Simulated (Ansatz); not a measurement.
# One step, two centres

1,2-elimination, with the central atom changed down its group and all else kept; in the first member these bonds form or tighten: H–O; these break or loosen: B–O, H–O.

Gas-phase electronic energies, without zero-point energy, by CCSD(T) at an estimated basis limit (MP2 extrapolated from triple and quadruple zeta, plus CCSD(T) − MP2 in triple zeta); Ansatz 0.2.0, def2-TZVPP and QZVPP, frozen cores, on PBE0-D4/def2-TZVP structures. Extrapolation: Hartree–Fock as exp(−7.88 √X), correlation as X^−2.97. All energies, in kcal/mol, count from the reactant; the end structure is reached by relaxing down from the saddle. Brackets give SMILES, or, where every atom is bracketed, only which atoms are joined. Steps whose reference was doubtful or whose search ended elsewhere are left out.

| reactants | products | saddle | end structure |
| --- | --- | --- | --- |
| BH₂ClO₂ ([OH][B]([OH])[Cl]) | BClO + H₂O, still joined by a dative B–O bond | ? | 47.65 |
| GaH₂ClO₂ ([OH][Ga]([OH])[Cl]) | GaClO + H₂O, still joined by a dative Ga–O bond | 52.59 | 49.43 |

(1) What is the height of the saddle for BH₂ClO₂ ([OH][B]([OH])[Cl])? (To be estimated.)

T1 diagnostic: at most 0.019. The filled d shells of Ga are correlated in sets not built for that, so values that involve them are less sure.

For scale, one of the runs: CCSD(T)/def2-TZVPP, 180 basis functions, launched by `ansatz run in.yaml --threads 4 --pin off --events-out ev --progress --plain --max-ram 9574MiB`. Time: 100 s of wall clock on 4 CPU threads of an AMD EPYC; the host was shared. Peak host memory: 1.8 GiB.

Answers

(1) The calculation gives: 57.56 kcal/mol relative to the reactant, the higher of the two.
